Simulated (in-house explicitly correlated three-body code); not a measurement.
Computed with an exponentially correlated three-body code. Model: two electrons around a point charge, non-relativistic, variational in 260 exponentially correlated functions (energies converged to about 1e-7 hartree, or 1e-8 relative for large Z), ground state as one setting changes.

```tsv
nuclear charge	ground energy (hartree)	binding of second electron (eV)	mean radius (bohr)	mean distance of electrons (bohr)	mean cosine of angle
2.5	-4.84191621	46.72	0.70853	1.0735	-0.052014
2.52	-4.9298393	47.746	0.70187	1.0631	-0.051619
2.54	-5.01856209	48.784	0.69533	1.0529	-0.05123
2.56	-5.10808458	49.832	0.68892	1.0429	-0.050846
2.58	-5.19840678	50.891	0.68262	1.0331	-0.050468
2.6	-5.28952869	51.961	0.67644	1.0234	-0.050096
2.62	-5.38145032	53.042	0.67037	1.0139	-0.049729
2.64	-5.47417167	54.134	0.6644	1.0046	-0.049367
2.66	-5.56769274	55.236	0.65855	0.99551	-0.04901
2.68	?	?	?	?	?
2.7	-5.75713409	57.474	0.64714	0.97774	-0.048311
2.72	-5.85305438	58.609	0.64159	0.9691	-0.047968
2.74	-5.94977441	59.756	0.63612	0.9606	-0.047631
2.76	-6.04729418	60.913	0.63076	0.95225	-0.047298
2.78	-6.14561371	62.08	0.62548	0.94405	-0.04697
2.8	?	?	?	?	?
2.82	-6.34465205	64.449	0.61518	0.92805	-0.046326
2.84	-6.44537086	65.649	0.61016	0.92026	-0.046011
2.86	-6.54688945	66.861	0.60522	0.91259	-0.0457
2.88	-6.64920781	68.083	0.60036	0.90506	-0.045393
2.9	-6.75232594	69.316	0.59558	0.89764	-0.04509
2.92	-6.85624386	70.56	0.59088	0.89035	-0.044791
2.94	-6.96096156	71.815	0.58624	0.88317	-0.044495
2.96	-7.06647905	73.081	0.58168	0.87611	-0.044204
2.98	-7.17279633	74.358	0.57719	0.86916	-0.043916
```

(1) What follows for nuclear charge = 2.68?

(2) What follows for nuclear charge = 2.8?

## Answers

(1) ground energy -5.66201355 hartree; binding of second electron 56.35 eV; mean radius 0.65279 bohr; mean distance of electrons 0.98655 bohr; mean cosine of angle -0.048658.

(2) ground energy -6.244733 hartree; binding of second electron 63.259 eV; mean radius 0.62029 bohr; mean distance of electrons 0.93598 bohr; mean cosine of angle -0.046646.
